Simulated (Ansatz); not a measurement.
iodobenzene (C$_{6}$H$_{5}$I), singlet, at a GFN2-xTB geometry (all electrons, no relativity); HF/STO-3G run with Ansatz (a quantum-chemistry and plane-wave program).

Input for Ansatz:
Ansatz 0.2 input:
```yaml
crystal:
  periodic: [false, false, false]
  atoms:
    - {symbol: I, position_ang: [1.54919695, 0.03420280, -0.00953362]}
    - {symbol: C, position_ang: [-0.57031496, -0.01259128, 0.00350967]}
    - {symbol: C, position_ang: [-1.22206122, -1.23170619, -0.01879237]}
    - {symbol: C, position_ang: [-2.60641154, -1.25603278, -0.01013698]}
    - {symbol: C, position_ang: [-3.32591525, -0.07342877, 0.02046738]}
    - {symbol: C, position_ang: [-2.65898166, 1.13978468, 0.04253974]}
    - {symbol: C, position_ang: [-1.27490491, 1.17657876, 0.03415847]}
    - {symbol: H, position_ang: [-0.66116375, -2.15343602, -0.04264636]}
    - {symbol: H, position_ang: [-3.12044666, -2.20537541, -0.02746069]}
    - {symbol: H, position_ang: [-4.40514882, -0.09725583, 0.02710889]}
    - {symbol: H, position_ang: [-3.21416063, 2.06552145, 0.06644330]}
    - {symbol: H, position_ang: [-0.75498107, 2.12217071, 0.05136119]}
basis:
  gaussian:
    orbitals: STO-3G
hamiltonian:
  xc: hf
```

Output, abridged:

```
Functional definition: HF
789 factors; integrals over basis functions are off by at most 4.4e-5 eV
mean field evaluation 1: about -192600.3344 eV, gradient 2.1e1 eV
mean field evaluation 2: about -192600.5464 eV, gradient 2.1e1 eV
mean field evaluation 4: about -192602.4034 eV, gradient 2.8e0 eV
mean field evaluation 8: about -192602.4354 eV, gradient 1.1e-2 eV
mean field -192602.43537932 eV, -7078.0089495703 hartree, gradient 1.6e-5 eV, S^2 0.000000; 0 other end points of the search recorded, 0 dependent functions left out
reference -192602.43537932 eV, -7078.0089495703 hartree; 47, 47 occupied and 15, 15 virtual orbitals, 789 factors
Total energy: -192602.43537932 eV, -7078.0089495703 hartree
```
